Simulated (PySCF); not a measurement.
Polarisability and C₆ of Ne (neon, neutral)

[Ne], closed-shell 1S. Computed with PySCF 2.14 in aug-cc-pwCVDZ, with no relativity, point nucleus. Coupled (time-dependent) response in atomic units; α is the mean over directions. A double-zeta set is small for polarisabilities.

```json
{"method": "UHF", "mean α (bohr³)": "1.834", "C₆ (like pair)": "4.131", "S(−4)": "1.249"}
{"method": "PBE", "mean α (bohr³)": "2.142", "C₆ (like pair)": "4.821", "S(−4)": "2.322"}
{"method": "PBE0", "mean α (bohr³)": "2.035", "C₆ (like pair)": "4.592", "S(−4)": "1.889"}
{"method": "wB97M-V", "mean α (bohr³)": "2.098", "C₆ (like pair)": "4.722", "S(−4)": "2.157"}
{"method": "TPSS", "mean α (bohr³)": "2.131", "C₆ (like pair)": "4.831", "S(−4)": "2.226"}
```

S(−4) is the Cauchy moment in α(ω) = α(0) + S(−4) ω² + …

Reference α: 2.661 bohr³ (recommended; Schwerdtfeger and Nagle, table of static dipole polarizabilities (2023 update)). Published C₆: 6.200 (Chu and Dalgarno (2004); Tang, Norbeck and Certain (1976)).

α(iu) at UHF:

| u (hartree) | α(iu) (bohr³) |
| --- | --- |
| 0 | 1.834 |
| 0.0500 | 1.831 |
| 0.100 | 1.821 |
| 0.200 | 1.786 |
| 0.300 | 1.734 |
| 0.500 | 1.600 |
| 0.750 | 1.422 |
| 1.00 | 1.260 |
| 1.50 | 0.9888 |
| 2.00 | 0.7789 |
| 3.00 | 0.4965 |
| 5.00 | 0.2369 |

A single London oscillator, α(iu) = α/(1 + u²/ω²), gives C₆ = (3/4) ω α². Matching the computed C₆ needs ω = 4 × 4.131 / (3 × 1.834²) = 1.64 hartree.
